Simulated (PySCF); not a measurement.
Gas-phase reaction: GeF4 + 2 C2F4 ⇌ GeF2 + 2 C2F5, at 1600 K and a standard pressure of 1 bar. Level: MP2/def2-SVP†.

Method: PySCF energies plus ideal-gas RRHO corrections (1 bar). † marks an energy on the PBE0/def2-TZVP geometry and frequencies. MP2 freezes the core. Open shells (unrestricted): C2F5 (multiplicity 2); the rest are closed-shell singlets. Ge: all electrons, no relativistic terms. C2F5: computed as isolated molecules; such fragments, hydroxides, amides, oligomers or adducts are transient or little studied in the gas. MP2 isn't extrapolated to the basis-set limit; its ΔH°(298 K) is 212.8 kJ in def2-SVP and 255.2 kJ in def2-TZVPP. The harmonic model lacks anharmonicity and excited electronic states, which grow with temperature; levels with a mode under 35 cm⁻¹ are left out. Internal rotation in C2F5 is treated as a harmonic vibration of one conformer, which makes the entropy rough.

```json
[
 {"species": "GeF4", "E (Ha)": "-2473.64298", "H(1600 K) − E (kJ/mol)": "175.4", "S°(1600 K) (J/mol/K)": "468.5"},
 {"species": "C2F4", "E (Ha)": "-474.01671", "H(1600 K) − E (kJ/mol)": "222.5", "S°(1600 K) (J/mol/K)": "479.4"},
 {"species": "GeF2", "E (Ha)": "-2274.46853", "H(1600 K) − E (kJ/mol)": "94.0", "S°(1600 K) (J/mol/K)": "362.6"},
 {"species": "C2F5", "E (Ha)": "-573.56306", "H(1600 K) − E (kJ/mol)": "262.2", "S°(1600 K) (J/mol/K)": "557.3"}
]
```
E: electronic energy; H − E holds the zero-point and thermal terms. 1 Ha = 2625.5 kJ/mol.

Question: Work out ΔH°, ΔS°, ΔG° and log10 K from these numbers.

Answer: 1. ΔE = 1×(-2274.46853) + 2×(-573.56306) − 1×(-2473.64298) − 2×(-474.01671) = 0.08175 Ha = 214.6 kJ.
2. Δ(H − E) = 1×(94.0) + 2×(262.2) − 1×(175.4) − 2×(222.5) = -2.0 kJ, so ΔH° = 212.6 kJ.
3. ΔS° = 1×(362.6) + 2×(557.3) − 1×(468.5) − 2×(479.4) = 49.9 J/K; the number of gas molecules stays the same.
4. ΔG° = ΔH° − TΔS° = 212.6 − 1600×(49.9)/1000 = 132.8 kJ.
5. log10 K = −ΔG°/(RT ln 10) = -4.34, with RT ln 10 = 30.63 kJ/mol; at standard pressures the reactants are favoured.
6. A shift of 10 kJ in ΔE would move log10 K by 0.33 here.
For scale, ΔH°(298 K) is 213 kJ at this level, 200 kJ at ωB97M-V/def2-TZVP†, and runs from 53 to 255 kJ over the 18 levels computed.
